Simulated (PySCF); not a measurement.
**Unknowns**

Single conformer, averaged over atoms made equivalent by symmetry, fast rotation or ring inversion, isolated molecule, non-relativistic Hamiltonian. Structure optimised with GFN2-xTB; σ from GIAO-PBE0/pcSseg-1; PySCF.

References, each an isolated molecule treated in the same way: 1H and 13C vs TMS. Splittings of carbon signals by F and P are missing where no couplings were computed. Where no couplings were computed, multiplicities follow the n + 1 count of equivalent neighbours, and m marks all less simple cases (inequivalent or close neighbours, rings, F or P nearby). Shifts are as computed. Against solution values, carbons near 30 ppm lie about +3 ppm off and those near 130 ppm about +5 ppm; carbons on Cl a further +6 ppm. Of 1211 compounds with measured shifts, 218 miss one by over three times the rms of a fit or turn the order of signals round; such compounds aren't used in these exercises. Carbons bonded to Cl come out too deshielded.

(1) C$_{5}$H$_{4}$F$_{2}$O. 1H NMR (300 MHz, computed): δ 6.86 (m, 1H), 4.41 (m, 1H), 3.41 (m, 2H). 13C{1H} NMR (computed): δ 167.2, 158.0, 134.0, 77.0, 28.4. What is it?

(2) C$_{8}$H$_{9}$Cl. 1H NMR (400 MHz, computed): δ 6.87 (d, 1H), 6.04 (s, 1H), 5.97 (m, 1H), 3.14 (m, 2H), 2.42 (s, 3H), 1.64 (t, 1H). 13C{1H} NMR (computed): δ 142.6, 135.4, 134.1, 131.1, 86.9, 77.9, 22.4, 21.9. Identify the compound.

Answers

(1) `C1C(F)=COC(F)=C1`. The formula gives 3 degrees of unsaturation (1 ring in the answer). 5 carbon signals for 5 carbons: no two carbons are equivalent. Carbon types of the structure: 2 × C, 2 × CH, 1 × CH2, which accounts for all hydrogens. δC 167.2, 134.0: alkene carbon bearing oxygen. δC 158.0, 77.0: β carbon of an enol-ether or enamine type C=C. δC 28.4: allylic sp3 CH2; saturated and bonded to C and H only. δH 4.41: hydrogen on a β carbon of an enol-ether or enamine type C=C; lone-pair donation from O or N shields it, upfield of ordinary alkene protons.

The shifts were computed for this structure.

(2) `C#CC/C=C\C(C)=C/Cl`. Rings plus π bonds: 4 (no ring in the answer). 8 carbon signals for 8 carbons: no two carbons are equivalent. Carbon types of the structure: 2 × C, 4 × CH, 1 × CH2, 1 × CH3, which accounts for all hydrogens. δC 142.6: fully substituted alkene carbon; as expected for a trigonal carbon in a double bond. δC 135.4, 134.1, 131.1: alkene CH; the olefinic region. δC 86.9: alkyne carbon; sp carbons lie upfield of alkene carbons because the cylindrical π system leaves one tensor component strongly shielded. δC 77.9: terminal alkyne carbon; the triple bond shields along its axis, which puts it between sp3 and sp2 carbons.

The shifts were computed for this structure.
